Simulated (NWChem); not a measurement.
Everything below was run with NWChem. System: C₂HCl₂, charge 0, spin multiplicity 2, at a geometry optimised with UB3LYP/def2-SVP. The structure started from a generated list of species. Its SCF solution wasn't tested for a lower state. Level: UBLYP/def2-TZVP.

The NWChem input:

```
start mol
memory heap 200 mb stack 900 mb global 1100 mb
geometry units angstroms nocenter noautoz
  C      1.579271     0.820323     0.000000
  C      0.409706     0.231942     0.000000
  Cl    -1.093406     1.110987     0.000000
  Cl     0.236024    -1.517507     0.000000
  H      2.641634     0.597267     0.000000
  symmetry group Cs
end
basis spherical
  * library def2-tzvp
end
dft
  xc becke88 lyp
  odft
  mult 2
  semidirect memsize 60000000 filesize 0
  iterations 100
end
task dft energy
```

NWChem printed:

```
             Northwest Computational Chemistry Package (NWChem) 7.3.0
             --------------------------------------------------------

                                NWChem Input Module
                                -------------------

 Scaling coordinates for geometry "geometry" by  1.889725989
 (inverse scale =  0.529177249)

 Turning off AUTOSYM since
 SYMMETRY directive was detected!

                             Geometry "geometry" -> ""
                             -------------------------

 Output coordinates in angstroms (scale by  1.889725989 to convert to a.u.)

  No.       Tag          Charge          X              Y              Z
 ---- ---------------- ---------- -------------- -------------- --------------
    1 C                    6.0000     1.57927100     0.82032300     0.00000000
    2 C                    6.0000     0.40970600     0.23194200     0.00000000
    3 Cl                  17.0000    -1.09340600     1.11098700     0.00000000
    4 Cl                  17.0000     0.23602400    -1.51750700     0.00000000
    5 H                    1.0000     2.64163400     0.59726700     0.00000000

 Effective nuclear repulsion energy (a.u.)     177.7900234112

            Nuclear Dipole moment (a.u.)
            ----------------------------
        X                 Y               Z
 ---------------- ---------------- ----------------
     0.0000037795     0.0000321253     0.0000000000

      Symmetry information
      --------------------

 Group name             Cs
 Group number              2
 Group order               2
 No. of unique centers     5

      Symmetry unique atoms

     1    2    3    4    5


 Summary of "ao basis" -> "" (spherical)
 ------------------------------------------------------------------------------
       Tag                 Description            Shells   Functions and Types
 ---------------- ------------------------------  ------  ---------------------
 *                         def2-tzvp                  on all atoms

                                 NWChem DFT Module
                                 -----------------

 Summary of "ao basis" -> "ao basis" (spherical)
 ------------------------------------------------------------------------------
       Tag                 Description            Shells   Functions and Types
 ---------------- ------------------------------  ------  ---------------------
 C                         def2-tzvp                11       31   5s3p2d1f
 Cl                        def2-tzvp                13       37   5s5p2d1f
 H                         def2-tzvp                 4        6   3s1p

 Summary of "ao basis" -> "ao basis" (spherical)
 ------------------------------------------------------------------------------
       Tag                 Description            Shells   Functions and Types
 ---------------- ------------------------------  ------  ---------------------
 C                         def2-tzvp                11       31   5s3p2d1f
 Cl                        def2-tzvp                13       37   5s5p2d1f
 H                         def2-tzvp                 4        6   3s1p

      Symmetry analysis of basis
      --------------------------

        a'         97
        a"         45

            General Information
            -------------------
          SCF calculation type: DFT
          Wavefunction type:  spin polarized.
          No. of atoms     :     5
          No. of electrons :    47
           Alpha electrons :    24
            Beta electrons :    23
[...]
     4      0.199111  1 C  s                118      0.168002  4 Cl py
   115      0.164303  4 Cl py                77     -0.147519  3 Cl px
    80     -0.143765  3 Cl px                35     -0.137962  2 C  s

 Vector   25  Occ=0.000000D+00  E=-4.759018D-02  Symmetry=a"
              MO Center=  9.7D-01,  5.0D-01, -3.8D-16, r^2= 2.7D+00
   Bfn.  Coefficient  Atom+Function         Bfn.  Coefficient  Atom+Function
  ----- ------------  ---------------      ----- ------------  ---------------
    14      0.590664  1 C  pz                45     -0.529629  2 C  pz
    39     -0.339731  2 C  pz                 8      0.317493  1 C  pz
    42     -0.314654  2 C  pz                11      0.251545  1 C  pz
    82      0.218021  3 Cl pz               119      0.213872  4 Cl pz
    79      0.095295  3 Cl pz               116      0.089484  4 Cl pz

 Vector   26  Occ=0.000000D+00  E=-4.545459D-02  Symmetry=a'
              MO Center= -3.2D-01, -2.5D-02, -7.7D-16, r^2= 3.5D+00
   Bfn.  Coefficient  Atom+Function         Bfn.  Coefficient  Atom+Function
  ----- ------------  ---------------      ----- ------------  ---------------
    36      1.179494  2 C  s                 35      0.977900  2 C  s
     5     -0.745918  1 C  s                118     -0.452117  4 Cl py
    80     -0.413420  3 Cl px                67     -0.410663  3 Cl s
   104     -0.339683  4 Cl s                  4     -0.320553  1 C  s
    12      0.317118  1 C  px                81      0.299593  3 Cl py

   alpha - beta orbital overlaps
   -----------------------------

   alpha      1      2      3      4      5      6      7      8      9     10
    beta      1      2      3      4      5      6      7      8      9     10
 overlap   1.000  1.000  1.000  1.000  1.000  1.000  0.997  0.995  1.000  0.996

   alpha     11     12     13     14     15     16     17     18     19     20
    beta     12     11     13     14     15     16     17     18     19     20
 overlap   0.994  1.000  0.999  1.000  0.997  0.995  0.999  0.995  1.000  0.997

   alpha     21     22     23     24     25     26     27     28     29     30
    beta     21     22     23     24     25     26     27     28     29     30
 overlap   1.000  0.985  0.998  0.975  0.997  1.000  0.996  0.998  0.998  0.962

   alpha     31     32     33     34     35     36     37     38     39     40
    beta     31     32     33     34     35     36     37     38     39     40
 overlap   0.959  0.998  0.924  0.932  0.908  0.998  0.917  0.999  0.998  0.999

   alpha     41     42     43     44     45     46     47     48     49     50
    beta     41     42     43     44     45     46     47     48     49     50
 overlap   0.998  0.997  0.997  0.999  0.997  0.997  1.000  0.994  1.000  0.988

   alpha     51     52     53     54     55     56     57     58     59     60
    beta     51     52     53     54     55     56     57     58     59     60
 overlap   0.943  0.943  0.998  0.997  0.999  0.993  0.998  0.996  0.967  0.968

   alpha     61     62     63     64     65     66     67     68     69     70
    beta     61     62     63     64     65     66     67     68     69     70
 overlap   0.998  0.996  0.997  0.998  0.988  0.984  0.998  0.995  0.998  0.998

   alpha     71     72     73     74     75     76     77     78     79     80
    beta     71     72     74     73     75     77     76     78     79     80
 overlap   0.990  0.995  0.989  0.995  0.990  0.992  0.999  0.997  1.000  0.994

   alpha     81     82     83     84     85     86     87     88     89     90
    beta     81     82     83     84     85     86     87     88     89     90
 overlap   0.999  0.995  1.000  0.996  0.999  1.000  0.998  0.999  0.999  0.995

   alpha     91     92     93     94     95     96     97     98     99    100
    beta     91     92     93     94     95     96     97     98     99    100
 overlap   0.999  0.937  0.939  1.000  0.998  1.000  0.994  0.992  0.998  0.999

   alpha    101    102    103    104    105    106    107    108    109    110
    beta    101    102    103    104    105    106    107    108    109    110
 overlap   0.997  0.997  0.998  0.999  0.988  0.996  0.999  0.988  0.988  0.973

   alpha    111    112    113    114    115    116    117    118    119    120
    beta    111    112    113    114    115    116    117    118    119    120
 overlap   0.994  0.961  0.990  0.948  0.942  0.972  0.988  0.997  0.997  0.987

   alpha    121    122    123    124    125    126    127    128    129    130
    beta    121    122    123    124    125    126    127    128    129    130
 overlap   0.988  0.998  0.999  0.996  1.000  1.000  0.998  0.999  1.000  0.998

   alpha    131    132    133    134    135    136    137    138    139    140
    beta    131    132    133    134    135    136    137    138    139    140
 overlap   0.999  0.999  0.999  0.999  1.000  1.000  1.000  1.000  1.000  1.000

   alpha    141    142
    beta    141    142
 overlap   1.000  1.000

     --------------------------
     Expectation value of S2:
     --------------------------
      <S2> =      0.7569 (Exact =     0.7500)

 center of mass
 --------------
 x =  -0.06869878 y =  -0.01963291 z =   0.00000000

 moments of inertia (a.u.)
 ------------------
         474.090923908247         131.282143135456           0.000000000000
         131.282143135456         294.989158688857           0.000000000000
           0.000000000000           0.000000000000         769.080082597104

     Multipole analysis of the density
     ---------------------------------

     L   x y z        total         alpha         beta         nuclear
     -   - - -        -----         -----         ----         -------
     0   0 0 0     -0.000000    -24.000000    -23.000000     47.000000

     1   1 0 0      0.411472     -1.105039      1.516507      0.000004
     1   0 1 0     -0.011631     -0.819753      0.808091      0.000032
     1   0 0 1      0.000000      0.000000      0.000000      0.000000

     2   2 0 0    -24.184876    -95.636857    -86.464460    157.916441
     2   1 1 0      0.009921     27.406833     32.664004    -60.060916
     2   1 0 1     -0.000000     -0.000000     -0.000000      0.000000
     2   0 2 0    -27.599801   -132.920275   -126.256343    231.576817
     2   0 1 1      0.000000      0.000000      0.000000      0.000000
     2   0 0 2    -28.062499    -14.369840    -13.692659      0.000000

 Task  times  cpu:       17.7s     wall:       17.7s

 Total times  cpu:       17.8s     wall:       17.8s
```
